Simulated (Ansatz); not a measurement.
Molecule: C3H10Cl2Si2, charge 0, multiplicity 1. 
Geometry from a B3LYP-D3(BJ)/def2-TZVP (Ansatz, a quantum-chemistry and plane-wave program) optimisation:
SMILES: Cl[SiH]([Si](C)(C)C)Cl
```xyz
17

C     -1.2887    -1.2102    -2.1504
Si    -1.2752    -0.2846    -0.5162
C     -1.6452    -1.4377     0.9166
C     -2.4714     1.1632    -0.5456
Si     0.8850     0.5513    -0.1607
Cl     2.2224    -1.0372    -0.0907
Cl     0.9362     1.5393     1.6664
H     -0.5566    -2.0197    -2.1480
H     -1.0576    -0.5487    -2.9876
H     -2.2739    -1.6474    -2.3321
H     -0.9269    -2.2585     0.9547
H     -2.6452    -1.8666     0.8143
H     -1.6004    -0.9065     1.8689
H     -3.4969     0.8071    -0.6725
H     -2.2518     1.8478    -1.3672
H     -2.4247     1.7290     0.3866
H      1.4331     1.5016    -1.1528
```

Property: vertical triplet-singlet gap (E(triplet) - E(singlet); each state is the SCF solution reached for its spin), in kcal/mol. Valence correlation only, unless marked. Open shells are spin-unrestricted. Spin-orbit coupling is left out. Non-relativistic. 

```tsv
level	program	vertical triplet-singlet gap (kcal/mol)
SVWN5/def2-TZVPD	Ansatz	113.9
PBE/def2-TZVPD	Ansatz	113.8
B3LYP/def2-TZVPD	Ansatz	124.0
PBE0/def2-TZVPD	Ansatz	122.2
wB97M-V/def2-TZVPD	Ansatz	132.2
wB97X-V/def2-TZVPD	Ansatz	133.4
MP2/aug-cc-pV(D+d)Z	Ansatz	135.1
SCS-MP2/aug-cc-pV(D+d)Z	Ansatz	138.3
CCSD(T)/aug-cc-pV(D+d)Z	Ansatz	132.1
```
